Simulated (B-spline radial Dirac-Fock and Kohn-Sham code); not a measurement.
## Satellites and hypersatellites of the K lines of Pd⁵⁺

System: Pd⁵⁺, configuration [Kr] 4d5.

These are calculated numbers from a radial atomic solver; the model is Dirac-Fock energy differences between relaxed states, corrected for Breit and QED terms. Each two-hole energy is an average over J within one jj subconfiguration, not an observable level; in light atoms, where LS coupling holds, the j-resolved values are not observed lines, and for a K spectator the Kα1 hypersatellite is nearly forbidden. Electron correlation is not included.

Lines without a spectator: Kα2 (K-L2) 21017.5 eV, Kα1 (K-L3) 21174.7 eV, Kβ3 (K-M2) 23787.9 eV, Kβ1 (K-M3) 23816.0 eV. Shifts in eV with one spectator hole (a dash: not computed, or left out as unreliable):

```
spectator hole    Kα2    Kα1     Kβ3     Kβ1
    L2 (2p1/2)  +56.1  +70.3       –  +150.9
    L3 (2p3/2)  +56.5  +56.1  +135.9       –
    M2 (3p1/2)      –  +7.63  +17.78  +21.66
    M3 (3p3/2)  +5.84      –  +18.78  +18.21
    M4 (3d3/2)  +0.83  -1.52       –       –
    M5 (3d5/2)  -1.90  -0.22       –       –
```

Task: Where does the K-L3 hypersatellite lie, emitted when both K electrons are missing?

Result: +534.6 eV from the normal line, at 21709.2 eV. Removing both K electrons costs 49612.0 eV, which is 727.2 eV more than twice the K binding energy.

With n spectator holes in 2p, averaged over the 2p shell (energies in eV):

```csv
n,KαLⁿ,step,hypersatellite KαʰLⁿ
0,21122.2,–,21652.2
1,21182.3,+60.0,21713.6
2,21243.6,+61.3,21776.3
3,21306.1,+62.5,21840.3
4,21369.9,+63.8,21905.5
5,21435.0,+65.1,21972.0
```
